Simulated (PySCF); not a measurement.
**Spinor energies of Ho (holmium, neutral)**

Start: [Xe] 4f11 6s2; 4f5/2 filled at m_j = -5/2, -3/2, -1/2, +1/2, +3/2, +5/2; 4f7/2 filled at m_j = -1/2, +1/2, +3/2, +5/2, +7/2. Calculated with PySCF 2.14 in x2c-TZVPall-2c (11s11p10d4f1g, 131 functions): generalised Hartree-Fock with the X2C-1e Hamiltonian and a Gaussian nucleus; one run each with spin-orbit coupling (SO) switched off, then screened by Boettger's factors.

```tsv
spinor shell	electrons	ε, spin-free (eV)	ε, screened SO (eV)	weight of nominal j (screened SO)	rms radius, screened SO (bohr)
1s1/2	2	-55899.3	-55887.2	1.000	0.0236
2s1/2	2	-9476.5	-9472.8	1.000	0.0952
2p1/2	2	-8391.7	-8998.0	1.000	0.0814
2p3/2	4	-8391.7	-8136.1	1.000	0.0881
3s1/2	2	-2169.7	-2168.5	1.000	0.245
3p1/2	2	-1831.7	-1960.8	1.000	0.236
3p3/2	4	-1831.7	-1776.5	1.000	0.250
3d3/2	4	-1400.7	-1424.6	0.999	0.223
3d5/2	6	-1400.7	-1383.7	1.000	0.226
4s1/2	2	-453.82	-453.47	1.000	0.552
4p1/2	2	-340.11	-370.24	0.997	0.566
4p3/2	4	-340.11	-327.08	0.999	0.597
4d3/2	4	-183.32	-190.35	0.952	0.640
4d5/2	6	-183.32	-178.37	0.968	0.650
5s1/2	2	-61.299	-61.249	1.000	1.38
5p1/2	2	-32.127	-36.172	0.991	1.57
5p3/2	4	-32.127	-30.411	0.995	1.69
4f5/2	6	-13.783	-14.629	0.706	0.915
4f7/2	5	-13.783	-12.667	0.702	0.939
6s1/2	2	-5.152	-5.154	1.000	4.68
```

```csv
quantity,spin-free,screened SO
E (hartree),-12607.14126,-12617.03538
M_J,15/2,15/2
⟨J²⟩,63.760,63.760
⟨L²⟩,42.005,42.395
⟨S²⟩,3.755,3.778
```

Each row is a mean over spinors that exchange with the open shell spreads, by up to 14.195 eV (4d5/2).

Rows whose weight is well below 1 are mixtures of j = l ± 1/2: exchange outweighs spin-orbit coupling there, and the label is only the starting occupation.

Breit and QED terms are absent; they matter most for the inner s and p1/2 levels.

Densities and radii are taken from the X2C orbitals without a picture-change correction, which distorts them close to the nucleus.

Without spin-orbit coupling the j labels of p, d and f shells carry no meaning; the spin-free column gives the mean over the occupied spinors of each nl shell.
